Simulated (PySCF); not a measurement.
**Electron correlation in Ni (nickel, neutral)**

[Ar] 3d8 4s2, high-spin 3F determinant. Computed with PySCF 2.14 in cc-pVDZ (6s5p3d1f, 43 functions), with no relativity, point nucleus. Frozen: [Ar]; 10 electrons correlated.

MP2 pair energies summed by pair of shells (mhartree):

```tsv
pair	energy	share (%)
3d-3d	-214.77	79.7
3d-4s	-33.06	12.3
4s-4s	-21.65	8.0
```

Total MP2 correlation energy: -269.48 mhartree.

Same-spin part -98.52 and opposite-spin part -170.96 mhartree; SCS-MP2 scales them by 1/3 and 6/5 to -237.99 mhartree.
